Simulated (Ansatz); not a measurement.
In₁₀P₁₀⁺. The state is a doublet with charge 1. Geometry PBE-D4/def2-SVP; atoms count from 1.

Cartesian coordinates in Å:
```
P 3.630 -1.453 0.864
P 0.175 -4.731 0.016
P -0.664 -1.124 2.982
P -3.025 -2.576 -0.661
P 3.268 2.069 -2.433
P 1.277 2.106 1.851
P -0.188 3.900 -2.041
P 0.297 -0.442 -1.378
P -1.968 0.515 2.234
P -0.884 2.439 2.107
In 2.154 -3.354 0.339
In 3.047 -0.078 -1.232
In 1.197 -0.392 1.342
In -0.651 -2.842 -1.688
In -1.390 -2.962 1.301
In -2.242 -0.120 -0.468
In 0.683 1.672 -3.255
In 1.675 3.016 -0.554
In -1.885 2.844 -0.486
In -4.507 1.515 1.159
```

In the def2 sets In takes a core potential; there is no spin–orbit coupling. Single mean-field runs in def2-SVP are fitted with def2-universal-jkfit.

Q: Estimate the Mulliken populations from the PBE0/def2-SVP orbitals of Ansatz.

A: 
```csv
atom,charge (e),spin (α − β)
P1,-0.21,0.01
P2,-0.21,0.00
P3,-0.15,0.06
P4,-0.24,0.00
P5,-0.24,0.13
P6,-0.22,0.01
P7,-0.30,0.12
P8,-0.63,0.02
P9,-0.30,0.01
P10,-0.10,0.02
In11,0.36,0.00
In12,0.40,0.00
In13,0.38,0.02
In14,0.35,0.00
In15,0.37,0.00
In16,0.27,0.01
In17,0.36,0.51
In18,0.35,0.09
In19,0.28,0.00
In20,0.48,-0.01
```
Mulliken values depend strongly on the basis.

Q: Where does the spin sit?

A: Summed by element: P 0.38, In 0.62, of 1 unpaired in all. Largest on single atoms: In17 0.51, P5 0.13, P7 0.12.

Q: And the Mayer bond orders between heavy atoms (over 0.3)?

A: P1–In11 1.03 (2.46 Å); P1–In12 0.83 (2.57 Å); P1–In13 0.64 (2.70 Å); P2–In11 1.09 (2.43 Å); P2–In14 0.71 (2.68 Å); P2–In15 0.73 (2.69 Å); P3–P9 0.98 (2.22 Å); P3–In13 0.75 (2.59 Å); P3–In15 0.83 (2.59 Å); P4–In14 0.87 (2.60 Å); P4–In15 0.89 (2.58 Å); P4–In16 0.78 (2.59 Å); P5–In12 1.04 (2.47 Å); P5–In17 0.69 (2.74 Å); P5–In18 0.79 (2.64 Å); P6–P10 1.06 (2.20 Å); P6–In13 0.79 (2.55 Å); P6–In18 0.77 (2.60 Å); P7–In17 0.74 (2.68 Å); P7–In18 0.94 (2.54 Å); P7–In19 0.92 (2.53 Å); P8–In12 0.44 (2.78 Å); P8–In13 0.43 (2.87 Å); P8–In14 0.79 (2.60 Å); P8–In16 0.51 (2.72 Å); P8–In17 0.37 (2.85 Å); P9–P10 1.02 (2.21 Å); P9–In16 0.48 (2.79 Å); P9–In20 0.33 (2.93 Å); P10–In19 0.50 (2.81 Å); In16–In19 0.39 (2.99 Å).
